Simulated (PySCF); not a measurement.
A structure optimised at B3LYP-D3(BJ)/def2-SVP, used in a PySCF frequency run:

```xyz
13

C     -1.6395    -0.4885     0.0000
C     -0.2151    -0.0088     0.0000
C      0.8259    -1.1399     0.0000
O      0.5569    -2.3103     0.0000
O      0.1101     0.9325    -1.0312
C      0.4501     1.8494     0.0000
O      0.1101     0.9325     1.0312
H     -1.8238    -1.1070    -0.8903
H     -2.3203     0.3732     0.0000
H     -1.8238    -1.1070     0.8903
H      1.8799    -0.7600     0.0000
H     -0.1798     2.7607     0.0000
H      1.5219     2.1290     0.0000
```
Charge 0, spin multiplicity 1.

Task: Write its SMILES, formula and point group.

Result: CC1(C=O)OCO1, C₄H₆O₃, Cs

Task: What are its rotational constants (standard atomic weights)?

Result: 4.9416, 2.2566, 1.9820 GHz
